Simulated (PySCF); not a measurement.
C3H9NSi, SMILES C(N)/C=C/[SiH3]. Heavy atoms are numbered as in [NH2:1][CH2:2]/[CH:3]=[CH:4]/[SiH3:5]. Hydrogens are named by the atom that carries them.

Geometry: B3LYP-D3(BJ)/def2-SVP. The structure was generated by enumeration; whether it is a known compound was not checked. One conformer was computed; it need not be the lowest.

The numbers are results of PBE0/def2-TZVP (PySCF), not measurements.

ESP charges are fitted to the potential on shells at 1.4 to 2.0 van der Waals radii. Atomic charges (e), one atom of each kind:

| atom | Löwdin | meta-Löwdin | ESP fit | Mulliken |
|---|---|---|---|---|
| N1 (NH2) | -0.17 | -0.51 | -1.00 | -0.50 |
| C2 (CH2) | -0.34 | -0.11 | 0.49 | -0.06 |
| C3 (CH) | -0.20 | -0.09 | -0.42 | -0.18 |
| C4 (CH) | -0.31 | -0.38 | -0.22 | -0.26 |
| Si5 (SiH3) | 0.25 | 0.47 | 0.21 | 0.18 |
| H on N1 | 0.15 | 0.22 | 0.36 | 0.22 |
| H on C2 | 0.14 | 0.12 | 0.01 | 0.12 |
| H on C3 | 0.14 | 0.10 | 0.19 | 0.11 |
| H on C4 | 0.14 | 0.12 | 0.16 | 0.11 |
| H on Si5 | -0.03 | -0.09 | -0.05 | -0.03 |

Task: Give the Mayer and Wiberg (Löwdin basis) orders of the bonds. (The exact figures need the calculation; the answer reports its results.)

Result: 
```json
[
 {"bond": "N1–C2", "Mayer": "1.01", "Wiberg": "1.46"},
 {"bond": "C2–C3", "Mayer": "0.99", "Wiberg": "1.24"},
 {"bond": "C3–C4", "Mayer": "1.89", "Wiberg": "2.06"},
 {"bond": "C4–Si5", "Mayer": "1.00", "Wiberg": "1.18"}
]
```
